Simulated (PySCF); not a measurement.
## Reading a saddle point

A first-order saddle point of SiNH$_{4}$F$_{3}$, closed shell, PBE0-D4/def2-TZVP, with one imaginary mode of 1441i cm⁻¹:

| atom | x (Å) | y (Å) | z (Å) |
| --- | --- | --- | --- |
| Si1 | -0.6455 | -0.3712 | -0.0984 |
| H2 | 0.6523 | -1.3372 | 0.5801 |
| F3 | -0.6028 | -1.3879 | -1.3168 |
| F4 | -1.4115 | -0.6634 | 1.2610 |
| F5 | -1.7039 | 0.6668 | -0.7227 |
| H6 | 1.1105 | -0.3598 | 0.4526 |
| N7 | 0.7749 | 0.7805 | 0.0249 |
| H8 | 0.6707 | 1.5547 | 0.6729 |
| H9 | 1.1553 | 1.1176 | -0.8537 |

Program: PySCF 2.14 with density fitting (its default auxiliary sets; JK sets also for MP2 and CCSD(T)). Basis: def2-TZVPP and def2-QZVPP. Cores are frozen in the correlated methods. Extrapolation: Hartree–Fock as exp(−7.88 √X), correlation as X^−2.97.

(1) Which contacts change along the imaginary mode, and what lies on either side? (A judgement: the text doesn't fix the answer.)

(2) Which side is lower, and how far does the saddle lie above each? (To be estimated.)

T1 diagnostic: at most 0.012.

Answers

(1) The calculation gives: The step is SiHF₃ ([F][SiH]([F])[F]) + NH₃ → SiNH₂F₃ ([NH2][Si]([F])([F])[F]) + H₂, with the molecules in contact on both sides. Shortening one way: Si1–N7, H2–H6; lengthening the same way: Si1–H2, H6–N7.
```tsv
pair	one side (Å)	saddle (Å)	other side (Å)
Si1–N7	2.21	1.83	1.67
H2–H6	2.69	1.09	0.75
Si1–H2	1.47	1.75	3.68
H6–N7	1.01	1.26	3.19
```

(2) By the calculation: The side with Si1–N7, H2–H6 short is lower by 0.284 eV; the saddle lies 2.272 eV above it and 1.988 eV above the other (CCSD(T) at an estimated basis limit (MP2 extrapolated from triple and quadruple zeta, plus CCSD(T) − MP2 in triple zeta); electronic energies).

Labels in which every atom is bracketed show which atoms are joined, not bond orders.

For scale, one of the runs: CCSD(T)/def2-TZVPP, 222 basis functions, launched by `OMP_NUM_THREADS=4 python run.py`. Time: 16 min of wall clock on 4 CPU threads of an Arm Neoverse V2; the host was shared. Peak host memory: 4.6 GiB.
